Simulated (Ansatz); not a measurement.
C₂H₈AlGa, SMILES `[CH3][AlH][CH2][GaH2]`, relaxed with RKS PBE0-D4/def2-TZVP in Ansatz 0.2.0 from a GFN2-xTB geometry. The force threshold is 0.005 eV/Å; the program also tests the step.

The species carries charge 0 and has multiplicity 1.

Start:

```xyz
12

C     0.602   -1.110   -1.877
Al    0.189    0.446   -0.728
C     0.717    0.808    1.152
Ga   -1.156    0.390    1.826
H    -0.281   -1.717   -2.106
H     1.024   -0.808   -2.842
H     1.332   -1.783   -1.407
H    -0.876    1.512   -1.165
H     0.982    1.844    1.417
H     1.450    0.144    1.635
H    -1.959   -0.801    1.125
H    -2.023    1.074    2.970
```

```json
{"step": "1", "energy (eV)": "-61167.2851", "largest force (eV/Å)": "0.564", "largest move (Å)": "0.000"}
{"step": "2", "energy (eV)": "-61167.3956", "largest force (eV/Å)": "0.300", "largest move (Å)": "0.159"}
{"step": "3", "energy (eV)": "-61167.4259", "largest force (eV/Å)": "0.177", "largest move (Å)": "0.076"}
{"step": "4", "energy (eV)": "-61167.4509", "largest force (eV/Å)": "0.262", "largest move (Å)": "0.133"}
{"step": "5", "energy (eV)": "-61167.4763", "largest force (eV/Å)": "0.133", "largest move (Å)": "0.200"}
{"step": "6", "energy (eV)": "-61167.4970", "largest force (eV/Å)": "0.102", "largest move (Å)": "0.195"}
{"step": "7", "energy (eV)": "-61167.5035", "largest force (eV/Å)": "0.200", "largest move (Å)": "0.193"}
{"step": "8", "energy (eV)": "-61167.5092", "largest force (eV/Å)": "0.189", "largest move (Å)": "0.085"}
{"step": "9", "energy (eV)": "-61167.5283", "largest force (eV/Å)": "0.150", "largest move (Å)": "0.200"}
{"step": "10", "energy (eV)": "-61167.5387", "largest force (eV/Å)": "0.077", "largest move (Å)": "0.195"}
{"step": "11", "energy (eV)": "-61167.5417", "largest force (eV/Å)": "0.218", "largest move (Å)": "0.195"}
{"step": "13", "energy (eV)": "-61167.5476", "largest force (eV/Å)": "0.045", "largest move (Å)": "0.068"}
{"step": "15 (rejected)", "energy (eV)": "-61167.5481", "largest force (eV/Å)": "0.099", "largest move (Å)": "0.090"}
{"step": "17", "energy (eV)": "-61167.5495", "largest force (eV/Å)": "0.022", "largest move (Å)": "0.041"}
{"step": "19", "energy (eV)": "-61167.5498", "largest force (eV/Å)": "0.027", "largest move (Å)": "0.033"}
{"step": "21", "energy (eV)": "-61167.5499", "largest force (eV/Å)": "0.029", "largest move (Å)": "0.020"}
{"step": "23", "energy (eV)": "-61167.5502", "largest force (eV/Å)": "0.011", "largest move (Å)": "0.027"}
{"step": "25", "energy (eV)": "-61167.5504", "largest force (eV/Å)": "0.031", "largest move (Å)": "0.012"}
{"step": "27", "energy (eV)": "-61167.5506", "largest force (eV/Å)": "0.034", "largest move (Å)": "0.046"}
{"step": "29", "energy (eV)": "-61167.5507", "largest force (eV/Å)": "0.025", "largest move (Å)": "0.013"}
{"step": "31", "energy (eV)": "-61167.5509", "largest force (eV/Å)": "0.023", "largest move (Å)": "0.033"}
{"step": "33", "energy (eV)": "-61167.5509", "largest force (eV/Å)": "0.009", "largest move (Å)": "0.025"}
{"step": "35", "energy (eV)": "-61167.5510", "largest force (eV/Å)": "0.015", "largest move (Å)": "0.016"}
{"step": "37", "energy (eV)": "-61167.5510", "largest force (eV/Å)": "0.004", "largest move (Å)": "0.004"}
{"step": "39 (rejected)", "energy (eV)": "-61167.5510", "largest force (eV/Å)": "0.024", "largest move (Å)": "0.030"}
{"step": "41", "energy (eV)": "-61167.5510", "largest force (eV/Å)": "0.006", "largest move (Å)": "0.009"}
{"step": "42", "energy (eV)": "-61167.5510", "largest force (eV/Å)": "0.004", "largest move (Å)": "0.005"}
```

End:

```xyz
12

C     0.539   -1.010   -1.884
Al    0.232    0.638   -0.884
C     0.428    0.697    1.050
Ga   -1.139    0.152    2.080
H    -0.350   -1.284   -2.463
H     1.348   -0.882   -2.612
H     0.797   -1.858   -1.245
H    -0.219    1.958   -1.653
H     0.681    1.723    1.336
H     1.243    0.013    1.316
H    -1.355   -1.366    2.429
H    -2.204    1.218    2.528
```

Run time 94 s (2 threads of an AMD EPYC 7R13 on a shared host and a share of an NVIDIA H100 80 GB); peak host memory 0.87 GiB.
